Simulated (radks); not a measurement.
Excited configurations of Kr: one electron is placed in a higher orbital outside [Ar] 3d10 4s2 4p5. The ground configuration is [Kr]. All-electron calculation, scalar-relativistic Kohn-Sham, PBE, spin-polarised, spherical densities, finite nucleus; open shells are filled with parallel spins first; Fermi nuclear charge, rms radius 4.1884 fm. Program: a radial shooting solver on a logarithmic mesh with Libxc functionals. Excitation = E - E(ground); binding = E(ion) - E, where the ion is the core of charge +1; n* = 1/sqrt(2 binding) in atomic units, and the quantum defect is n - n*.

| outer orbital | excitation (eV) | binding (eV) | quantum defect | <r> (bohr) |
|---|---|---|---|---|
| 4d | 12.030 | 2.041 | 1.418 | 7.441 |
| 4f | 13.106 | 0.965 | 0.245 | 16.73 |
| 5p | 11.371 | 2.700 | 2.755 | 7.248 |
| 5f | 13.400 | 0.671 | 0.496 | 28.39 |
| 6s | 12.136 | 1.935 | 3.348 | 11.55 |
| 6d | 13.209 | 0.862 | 2.027 | 23.79 |
| 7s | 12.958 | 1.113 | 3.504 | 20.35 |
| 7p | 13.166 | 0.905 | 3.122 | 24.50 |
| 7d | 13.473 | 0.598 | 2.228 | 36.48 |

The Delta-SCF ionisation energy is 14.071 eV (NIST Atomic Spectra Database: 14.000 eV, measured). Self-interaction in the functional shifts the binding energies and quantum defects, so they are the method's values and not measured ones. Open shells are spherical and high-spin; term and fine-structure splittings are not resolved.
